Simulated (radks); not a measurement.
Numerical settings for neutral tellurium, [Kr] 4d10 5s2 5p4. Method: Dirac Kohn-Sham, PBEsol, spin-unpolarised, spherical densities, point nucleus; open shells fill j = l - 1/2 first; computed with a radial shooting solver on a logarithmic mesh with Libxc functionals. The defaults (mesh step 0.008 in ln r, mesh end at 40 bohr or more with all orbitals vanishing there, Anderson mixing 0.5 over 9 steps, residual threshold near 1e-9 with the energy settled to 1e-9 hartree or 1e-11 of itself, here a cap of 77 iterations) give E = -6793.9242 hartree and 5p3/2 at -5.632 eV in 13 iterations. Run on one thread of a shared host, so times are rough (Arm Neoverse N1): 0.18 s of CPU time, 0.18 s wall, 13 iterations on 2725 mesh points. One setting is changed at a time: mesh step in ln r 0.05; mesh step in ln r 0.003; mesh step in ln r 0.12; mesh end (bohr) 2; mesh end (bohr) 400; residual threshold 1e-16; residual threshold 0.01; mixing 0.05; linear mixing, mixing 0.05; linear mixing, mixing 0.2; mixing history 3; iteration cap 3. Which runs fail to converge, and which converge to a wrong energy?

Answer. Not converged within the cap: mesh step in ln r 0.12; residual threshold 1e-16; linear mixing, mixing 0.05; linear mixing, mixing 0.2; iteration cap 3. Settled on a wrong energy, with an occupied level pushed above zero by the early mesh end: mesh end (bohr) 2 (+17.5 hartree). Apart from these: no run marked as converged misses the energy by more than 1 mhartree.
